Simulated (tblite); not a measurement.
Isomers of C7H13P. Method: GFN2-xTB as coded in tblite; computed harmonic values from a numerical Hessian at the method's own geometry, unscaled. Against measured fundamentals such values can be off by several per cent, at times by over 20. Modes of hydrogen on phosphorus can be 10 to 20 % off. One conformer each.

Electronic energies: GFN2-xTB at the same geometries; isomer energies are rough at this level and their order can be wrong.

| SMILES | electronic energy, lowest = 0 (kcal/mol) |
| --- | --- |
| C=C[C@@H]1CCCPC1 | 27.2 |
| CC1=C(C)CP(C)C1 | 17.3 |
| C1CC2CCCP2C1 | 0.0 |
| CCP1CC=C(C)C1 | 22.2 |
| CC#CPC(C)(C)C | 52.0 |

Question: How do GFN2-xTB zero-point energies change the relative energies?

Answer: 
```csv
SMILES,ZPE (kcal/mol),of it from modes above 1550 cm⁻¹,electronic (kcal/mol),"with ZPE, lowest = 0 (kcal/mol)",lowest mode (cm⁻¹),rings
C1CC2CCCP2C1,116.2,55.2,0.0,0.0,106,2
CC1=C(C)CP(C)C1,112.1,58.0,17.3,13.1,61,1
CCP1CC=C(C)C1,112.6,58.0,22.2,18.6,64,1
C=C[C@@H]1CCCPC1,113.1,56.8,27.2,24.1,59,1
CC#CPC(C)(C)C,110.1,58.1,52.0,45.9,9i,0
```

The zero-point energies span 6.1 kcal/mol, from `CC#CPC(C)(C)C` to `C1CC2CCCP2C1`. Slightly imaginary modes are left out of the zero-point energy: `CC#CPC(C)(C)C` 8.6i cm⁻¹. The order is unchanged.

Question: What do entropy and thermal enthalpy add at 298.15 K and 1 bar (rigid rotor, harmonic oscillator, one conformer each)?

Answer: 
```
          SMILES  point group  symmetry number  S (cal/(mol K))  H − H(0) (kcal/mol)  ZPE + H − H(0) − TS (kcal/mol)
    C1CC2CCCP2C1           C1                1             84.7                 5.32                            96.3
 CC1=C(C)CP(C)C1           Cs                1             98.7                 7.07                            89.7
   CCP1CC=C(C)C1           C1                1             96.1                 6.78                            90.7
C=C[C@@H]1CCCPC1           C1                1             91.3                 6.08                            91.9
```

Not tabulated: `CC#CPC(C)(C)C` (lowest mode only 9i cm⁻¹).
